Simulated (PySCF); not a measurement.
Method: TPSSh-D3(BJ)/def2-TZVP // B3LYP-D3(BJ)/def2-SVP run with PySCF. Gas-phase values, no solvent. One relaxed conformer stands for a flexible species; it need not be the lowest. Excitations are Tamm–Dancoff values on a coarser integration grid. The basis has no diffuse functions, so Rydberg states are missing or too high.

Reference species (SMILES): `C[CH2][Sn]([SH])([SH])[CH2]C` (neutral, multiplicity 1).

HOMO: -6.30 eV
S1 excitation (TDA): 4.84 eV

Changed species: `C[CH2][Sn]([CH2]C)([CH2]C)[CH2]C` (0 of 4 C2H5 replaced by SH; the reference has 2 of 4 C2H5 replaced by SH).

Question: Predict the effect on the HOMO and S1 excitation (TDA).

Answer: the HOMO decreases by 0.09 eV, to -6.39 eV; the S1 excitation (TDA) rises by 1.54 eV, to 6.38 eV.
